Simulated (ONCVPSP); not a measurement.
## Potentials for germanium compared

Generated with ld1.x 7.5 (TM, RRKJ, ultrasoft, PAW), atompaw 4.2 or ONCVPSP 4.0.1. The cutoff is in Ry: for ld1.x and atompaw files where the sum of valence levels is converged to 10 mRy in a Bessel basis, for ONCV files where the hardest occupied wave has 1 mHa per electron of residual kinetic energy. The error is the largest all-electron minus pseudo excitation energy over each file’s own four to seven test configurations (ionisations up to +4, promotions, holes and added fractions of an electron), all of which were solved. The labels leave out finer settings (local radius, basis sizes, second energies), which also bear on the numbers. Spin-polarised tests are not counted. The rows are a selection from randomly drawn settings: files with unsolved tests, undetermined cutoffs or missed reference levels are left out.

A true bound ghost makes a file unfit for plane-wave use even where its test errors are small: the radial tests pick states by their node count and pass the ghost by.

| potential | cutoff (Ry) | largest error (meV) | bound ghosts |
| --- | --- | --- | --- |
| ONCV, PBEsol, scalar-relativistic, rc 1.05/1.05/1.35 (spd), local smoothed, core correction yes, reference 3s2 3p6 3d10 4s1, qcut 14.9/14.7/10.4, projectors 2/2/2 | 123 | +3.9 | none |
| ONCV, LDA (Perdew-Zunger), scalar-relativistic, rc 1.55/1.55 (sp), local p, core correction yes, reference 4s2 4p2, qcut 3.7/4.3, projectors 2/0 | 126 | -101 | none |
| ONCV, PBEsol, fully relativistic, rc 1.00/0.90/0.65 (spd), local smoothed, core correction yes, reference 3s2 3p6 3d10 4s2, qcut 14.1/13.9/15.9, projectors 2/2/2 | 1314 | +1.2 | none |
| ONCV, LDA (Perdew-Wang 92), scalar-relativistic, rc 1.75/1.70 (sp), local smoothed, core correction yes, reference 4s2, qcut 4.2/5.4, projectors 3/2 | 17 | -82 | none |
| ONCV, PBE, scalar-relativistic, rc 1.15/1.20/0.70 (spd), local smoothed, core correction yes, reference 3s2 3p6 3d10 4s2 4p2, qcut 8.4/9.5/25.2, projectors 2/2/2 | 435 | -5.4 | none |

**Question.** Fill in the row for Ge: ONCV, PBE, scalar-relativistic, rc 1.60/1.60/2.30 (spd), local p, core correction yes, reference 4s2 4p2, qcut 3.8/4.6/4, projectors 2/0/1.

**Answer.** cutoff 21 Ry, largest error -408 meV, bound ghosts: none.

**Question.** Fill in the row for Ge: ONCV, PBEsol, scalar-relativistic, rc 1.70/1.60/0.65 (spd), local smoothed, core correction yes, reference 3d10 4s2 4p1.75, qcut 4.6/4.9/17.6, projectors 3/2/2.

**Answer.** cutoff 933 Ry, largest error -7.0 meV, bound ghosts: s, p.
